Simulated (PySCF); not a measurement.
What does the PBE0-D3(BJ)/def2-SVP structure of InChI=1S/C6H5BF2S/c8-7(9)5-1-3-6(10)4-2-5/h1-4,10H look like in three dimensions?

```xyz
15
C6H5BF2S angstrom
F      3.191    0.435   -0.967
B      2.551   -0.146    0.035
F      3.296   -0.732    0.959
C      1.010   -0.136    0.116
C      0.336   -0.780    1.166
C     -1.050   -0.780    1.241
C     -1.805   -0.125    0.256
S     -3.556   -0.165    0.412
C     -1.147    0.525   -0.798
C      0.239    0.514   -0.861
H      0.913   -1.293    1.939
H     -1.555   -1.290    2.065
H     -3.830    0.562   -0.691
H     -1.724    1.038   -1.571
H      0.740    1.024   -1.688
```

Any rigid rotation of these coordinates is as good. Atoms count from 1 in this order. Of the pairs four or more bonds apart, H13···H14 is among the closest relative to their van der Waals radii: 2.33 Å, 97 % of the sum of Bondi's values. B2 (three-coordinate boron) is planar (angles 121.9°, 121.3° and 116.8°, sum 360.0°, 0.00 Å off the plane of its three neighbours). The 6-membered ring C4–C5–C6–C7–C9–C10 has internal angles of 118.0° to 121.4° (sum 720°, against 720° for a flat polygon); it is planar, 0.00 Å rms from its mean plane, widest ring torsion 0°. The 10 heavy atoms lie in one plane (0.010 Å rms).

Bonds between heavy atoms (Å): F1–B2 1.323, B2–F3 1.324, B2–C4 1.543, C4–C5 1.404, C5–C6 1.387, C6–C7 1.404, C7–S8 1.758, C7–C9 1.402, C9–C10 1.388, C4–C10 1.404.

The calculation used PySCF, PBE0-D3(BJ)/def2-SVP geometry optimisation, gas phase.

Whether it is a minimum is left open (no frequencies). One conformer, not necessarily the lowest (C6–C7–S8–H 180°).

Time: 3.4 min; peak memory 0.70 GiB. Hardware: one thread, AMD EPYC (x86_64), shared host with 64 logical CPUs at a one-minute load of 59. This is the geometry optimisation.
